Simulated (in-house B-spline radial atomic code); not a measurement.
Results of a calculation; reference values are marked as such.
## Stopping and range of 30 keV N in InAs

The pair potential comes from two frozen, spherical free-atom densities (PBE, B-spline radial code, scalar-relativistic past argon): electrostatics plus the change in Thomas-Fermi kinetic and Dirac exchange energy where they overlap, the recipe behind the universal ZBL potential, which averages such potentials (from solid-state densities) over many pairs. It is written V = (Z1 Z2 e²/r) φ(r/a), with e² = 14.3996 eV·Å and a = 0.46850 Å/(Z1^0.23 + Z2^0.23); ZBL's fit is φ = 0.18175 e^(−3.1998x) + 0.50986 e^(−0.94229x) + 0.28022 e^(−0.4029x) + 0.02817 e^(−0.20162x). Where φ falls below 4e-4 it is continued as an exponential.

The target is taken as amorphous, with density 5.68 g/cm³ (NSM archive of the Ioffe Institute); channelling is ignored. Masses: N 14.01, In 114.82, As 74.92 u. Nuclear stopping is S_n = 4π a Z1 Z2 e² M1/(M1 + M2) × s_n(ε), with s_n integrated over impact parameters for each pair. Electronic stopping is Lindhard and Scharff's S_e = Z1^(1/6) 8π e² a0 Z1 Z2/(Z1^(2/3) + Z2^(2/3))^(3/2) × v/v0, with a0 = 0.529177 Å and v = v0 at 24.801 keV/u; it misses the oscillations with Z1 seen in experiment, which reach tens of per cent. Compounds add by atom fraction.

```json
{"target atom": "In", "a (Å)": "0.11677", "ε at this energy": "0.6321", "s_n, this pair": "0.3407", "s_n, ZBL potential": "0.3359"}
{"target atom": "As", "a (Å)": "0.12331", "ε at this energy": "0.9369", "s_n, this pair": "0.3283", "s_n, ZBL potential": "0.3158"}
```

Task: What are the atom density and the stopping powers at entry?

Result: N = 5.68 × 0.602214/94.87 = 0.03606 atoms/Å³. For In: S_n = 788.2 × 0.3407 = 268.5 eV·Å², S_e = 2.1893 × √30000 = 379.2 eV·Å². For As: S_n = 812 × 0.3283 = 266.6 eV·Å², S_e = 1.9927 × √30000 = 345.2 eV·Å². Averaged over the target's atoms (half each) and times N × 10 Å/nm, the ion loses N S_n = 96.5 eV/nm to recoils and N S_e = 131 eV/nm to electrons; the nuclear share is 42 %.

Along the track:

| E (keV) | N S_n (eV/nm) | N S_e (eV/nm) |
| --- | --- | --- |
| 1.5 | 77.8 | 29.2 |
| 4.5 | 97.7 | 50.6 |
| 9 | 104 | 71.5 |
| 15 | 104 | 92.3 |
| 22.5 | 100 | 113 |
| 30 | 96.5 | 131 |

Task: Estimate the path length and the projected range.

Result: With continuous slowing down the path is the integral of dE/(N (S_n + S_e)). Trapezoids over the table give 155 nm, and the stretch below the first row, with stopping taken as √E, adds 2E/(N S) = 28 nm: 183 nm in all, against 176 nm on a fine grid from 5 eV. Deflections shorten the depth: to first order in the energy passed on, N (S_n + S_e) dR_p/dE = 1 − N S_n (M2/M1) R_p/(2E), summed over the target's atoms, and integrating this on the fine grid gives R_p = 54.7 nm, 0.31 of the path. Lindhard's rule of thumb R/(1 + M2/3M1), with mean M2/M1 = 6.77, gives 54.2 nm; it is meant for M2/M1 below about 2. On the ZBL potential the same equation gives 55.9 nm, and the full integral equation, which keeps hard collisions, 58.5 nm.
